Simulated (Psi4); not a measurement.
NO2 (SMILES [O]N=O), doublet, geometry from GFN2-xTB; CCSD(T)/cc-pVDZ run with Psi4 1.11.

Input for Psi4:
```
memory 2 GB

molecule mol {
0 2
N     0.026347   -0.000992    0.293946
O     0.010462    1.102036   -0.126856
O    -0.033516   -1.101168   -0.130347
}

set {
  basis cc-pvdz
  reference uhf
}

energy('ccsd(t)')
print_variables()
```

### Question
Write the output that Psi4 gives for this input, abridged.

### Answer

```
   => Loading Basis Set <=

    Name: CC-PVDZ
    Role: ORBITAL
    Keyword: BASIS

         ---------------------------------------------------------
                                   SCF
               by Justin Turney, Rob Parrish, Andy Simmonett
                          and Daniel G. A. Smith
                              UHF Reference
         ---------------------------------------------------------

  ==> Geometry <==

    Molecular point group: cs
    Full point group: Cs

    Geometry (in Angstrom), charge = 0, multiplicity = 2:

       Center              X                  Y                   Z               Mass
    ------------   -----------------  -----------------  -----------------  -----------------
         N           -0.295076226420    -0.000992030940     0.000000000000    14.003074004430
         O            0.125462215353     1.102250845404     0.000000000000    15.994914619570
         O            0.132868281170    -1.101382351698     0.000000000000    15.994914619570

  Running in cs symmetry.

  Rotational constants: A =      9.61658  B =      0.43407  C =      0.41532 [cm^-1]
  Rotational constants: A = 288297.95518  B =  13013.12947  C =  12451.11385 [MHz]
  Nuclear repulsion =   65.566999865143089

  Charge       = 0
  Multiplicity = 2
  Electrons    = 23
  Nalpha       = 12
  Nbeta        = 11

  ==> Algorithm <==

  SCF Algorithm Type is PK.
  DIIS enabled.
  MOM disabled.
  Fractional occupation disabled.
  Guess Type is SAD.
  Energy threshold   = 1.00e-08
  Density threshold  = 1.00e-08
  Integral threshold = 1.00e-12

  ==> Primary Basis <==

  Basis Set: CC-PVDZ
    Blend: CC-PVDZ
    Number of shells: 18
    Number of basis functions: 42
    Number of Cartesian functions: 45
    Spherical Harmonics?: true
    Max angular momentum: 2

  ==> Integral Setup <==

  Using in-core PK algorithm.
   Calculation information:
      Number of atoms:                   3
      Number of AO shells:              18
      Number of primitives:             66
      Number of atomic orbitals:        45
      Number of basis functions:        42

      Integral cutoff                 1.00e-12
      Number of threads:                 1

  Performing in-core PK
  Using 816312 doubles for integral storage.
  We computed 14699 shell quartets total.
  Whereas there are 14706 unique shell quartets.

  ==> DiskJK: Disk-Based J/K Matrices <==

    J tasked:                  Yes
    K tasked:                  Yes
    wK tasked:                  No
    Schwarz Cutoff:          1E-12

  Minimum eigenvalue in the overlap matrix is 1.0424758965E-02.
  Reciprocal condition number of the overlap matrix is 3.1166544274E-03.
    Using symmetric orthogonalization.

  ==> Pre-Iterations <==

  SCF Guess: Superposition of Atomic Densities via on-the-fly atomic UHF (no occupation information).

   -------------------------
    Irrep   Nso     Nmo
   -------------------------
     A'        30      30
     A"        12      12
   -------------------------
    Total      42      42
   -------------------------

  ==> Iterations <==

                        Total Energy        Delta E     RMS |[F,P]|

   @UHF iter SAD:  -203.50379016071079   -2.03504e+02   0.00000e+00
   @UHF iter   1:  -203.94855731759992   -4.44767e-01   1.61617e-02 ADIIS/DIIS
   @UHF iter   2:  -203.99586636085951   -4.73090e-02   1.21367e-02 ADIIS/DIIS
   @UHF iter   3:  -204.04912228247426   -5.32559e-02   1.65166e-03 ADIIS/DIIS
   @UHF iter   4:  -204.05065692103128   -1.53464e-03   4.12350e-04 ADIIS/DIIS
   @UHF iter   5:  -204.05083173196584   -1.74811e-04   1.31853e-04 ADIIS/DIIS
   @UHF iter   6:  -204.05085295422168   -2.12223e-05   4.79023e-05 DIIS
   @UHF iter   7:  -204.05085685487592   -3.90065e-06   2.58184e-05 DIIS
   @UHF iter   8:  -204.05085858370884   -1.72883e-06   1.26061e-05 DIIS
   @UHF iter   9:  -204.05085913344419   -5.49735e-07   5.63554e-06 DIIS
   @UHF iter  10:  -204.05085925892482   -1.25481e-07   1.97554e-06 DIIS
   @UHF iter  11:  -204.05085927210871   -1.31839e-08   6.05524e-07 DIIS
   @UHF iter  12:  -204.05085927251019   -4.01485e-10   3.59412e-07 DIIS
   @UHF iter  13:  -204.05085927262957   -1.19371e-10   1.02378e-07 DIIS
   @UHF iter  14:  -204.05085927265122   -2.16573e-11   5.21036e-08 DIIS
   @UHF iter  15:  -204.05085927265517   -3.95062e-12   2.69130e-08 DIIS
   @UHF iter  16:  -204.05085927265668   -1.50635e-12   8.97026e-09 DIIS
  Energy and wave function converged.

  ==> Post-Iterations <==

   @Spin Contamination Metric:   1.685089657E-02
   @S^2 Expected:                7.500000000E-01
   @S^2 Observed:                7.668508966E-01
   @S   Expected:                5.000000000E-01
   @S   Observed:                5.000000000E-01

    Orbital Energies [Eh]
    ---------------------

    Alpha Occupied:

[...]
    Alpha Virtual:

[...]
    Beta Occupied:

[...]
    Beta Virtual:

[...]
      30Ap     4.052860

    Final Occupation by Irrep:
             Ap   App
    DOCC [     9,    2 ]
    SOCC [     1,    0 ]
    NA   [    10,    2 ]
    NB   [     9,    2 ]

  @UHF Final Energy:  -204.05085927265668

   => Energetics <=

    Nuclear Repulsion Energy =             65.5669998651430888
    One-Electron Energy =                -409.3815640462788110
    Two-Electron Energy =                 139.7637049084790419
    Total Energy =                       -204.0508592726566803

  UHF NO Occupations:
  HONO-2 :    8 Ap 1.9974636
  HONO-1 :    9 Ap 1.9952635
  HONO-0 :   10 Ap 1.0000000
  LUNO+0 :   11 Ap 0.0047365
  LUNO+1 :   12 Ap 0.0025364
  LUNO+2 :    3App 0.0006639
  LUNO+3 :   13 Ap 0.0002867

Computation Completed

Properties will be evaluated at   0.000000,   0.000000,   0.000000 [a0]

Properties computed using the SCF density matrix

 Multipole Moments:

 ------------------------------------------------------------------------------------
     Multipole            Electronic (a.u.)      Nuclear  (a.u.)        Total (a.u.)
[...]
     1        -0.507315683077555    1.356e-01    0.022805    0.000000    0.000000    0.000000
     2        -0.529357217228198    4.942e-02    0.020956    0.000000    0.000000    0.000000
     3        -0.534411944062728    2.110e-02    0.026110    0.000000    0.000000    0.000000
     4        -0.534048694054920    5.405e-03    0.027422    0.000000    0.000000    0.000000
     5        -0.534003543899501    2.260e-03    0.027959    0.000000    0.000000    0.000000
     6        -0.534005179385410    6.862e-04    0.028019    0.000000    0.000000    0.000000
     7        -0.534003114813798    3.164e-04    0.028030    0.000000    0.000000    0.000000
     8        -0.534011161670543    9.168e-05    0.028037    0.000000    0.000000    0.000000
     9        -0.534010233888428    2.982e-05    0.028035    0.000000    0.000000    0.000000
    10        -0.534009664526683    8.868e-06    0.028036    0.000000    0.000000    0.000000
    11        -0.534009929011464    3.463e-06    0.028036    0.000000    0.000000    0.000000
    12        -0.534009845688857    1.450e-06    0.028036    0.000000    0.000000    0.000000
    13        -0.534009954875312    5.763e-07    0.028036    0.000000    0.000000    0.000000
    14        -0.534009950499070    2.156e-07    0.028036    0.000000    0.000000    0.000000
    15        -0.534009944517972    8.208e-08    0.028036    0.000000    0.000000    0.000000

    Iterations converged.

    Largest TIA Amplitudes:
             10  20         0.0574093341
              9   0         0.0353660823
              8   1         0.0233523306
             11  22         0.0174577893
             10  21         0.0135672117
              5   2        -0.0107807966
              8   6        -0.0100041745
              6   2         0.0095965420
             11  25         0.0086824153
              8   3         0.0086564681

    Largest Tia Amplitudes:
              9  21         0.0672126410
              7   0         0.0657359485
              7   1        -0.0189701505
              7   3         0.0178680664
             10  23         0.0167622927
              9  22         0.0162694470
              8   9        -0.0146175081
              6   2         0.0139240045
              8   2        -0.0116644925
              6   7         0.0098878330

    Largest TIJAB Amplitudes:
     11   8  20   0         0.0249528840
     11   9  20   1         0.0226308373
     10   7  20   3        -0.0178616042
     11   7  20   0        -0.0171034656
     11   9  20   6        -0.0165338672
     10   6  20   0         0.0148184094
     10   5  20   4        -0.0122919171
     11   8  20   7        -0.0121756867
     11   7  20   4         0.0119931919
     10   9  20   2         0.0115390897

    Largest Tijab Amplitudes:
     10   8  21   0         0.0529217794
      9   7  21   0        -0.0292035655
      8   6   1   0        -0.0281554707
     10   6  21   0        -0.0222386797
     10   6  21   1        -0.0210243476
      9   6  21   4        -0.0196054507
      7   6   4   0         0.0192868380
     10   8  21   1        -0.0190133851
     10   8  21   8         0.0144782726
      8   6   6   0        -0.0143987523

    Largest TIjAb Amplitudes:
     11  10  20  21        -0.1004844928
     11   8  20   0         0.0708638000
     10   9  20  21        -0.0646909723
     10   7  20   0        -0.0444883623
      8   8   0   0        -0.0305396815
      8  10   0  21         0.0294894758
      9   8   1   0        -0.0283049569
      5   5  20  21        -0.0280215130
     11  10  20  24        -0.0272721072
     11  10  23  21        -0.0266399160

    SCF energy       (wfn)                    = -204.050859272656680
    Reference energy (file100)                = -204.050859272656851

    Opposite-spin MP2 correlation energy      =   -0.386023798138699
    Same-spin MP2 correlation energy          =   -0.155715830777774
    Singles MP2 correlation energy            =   -0.000000000000000
    MP2 correlation energy                    =   -0.541739628916473
      * MP2 total energy                      = -204.592598901573325

    Opposite-spin CCSD correlation energy     =   -0.402031599621830
    Same-spin CCSD correlation energy         =   -0.131978344896142
    Singles CCSD correlation energy           =    0.000000000000000
    CCSD correlation energy                   =   -0.534009944517972
      * CCSD total energy                     = -204.584869217174827

            **************************
            *                        *
            *        CCTRIPLES       *
            *                        *
            **************************

    Wave function   =    CCSD_T
    Reference wfn   =      UHF

    Nuclear Rep. energy (wfn)                =   65.566999865143089
    SCF energy          (wfn)                = -204.050859272656680
    Reference energy    (file100)            = -204.050859272656851
    CCSD energy         (file100)            =   -0.534009944517972
    Total CCSD energy   (file100)            = -204.584869217174827

    Number of ijk index combinations:
    Spin Case AAA:                                 220
    Spin Case BBB:                                 165
    Spin Case AAB:                                 726
    Spin Case ABB:                                 660
    AAA (T) energy                             =   -0.000422172668270
    BBB (T) energy                             =   -0.000750982889608
    AAB (T) energy                             =   -0.009956256923490
    ABB (T) energy                             =   -0.011728200245105
    (T) energy                                   =   -0.022857612726473
      * CCSD(T) total energy                     = -204.607726829901310

  Variable Map:
  ----------------------------------------------------------------------------
[...]
  Array Variable Map:
  ----------------------------------------------------------------------------
[...]
[...]
```
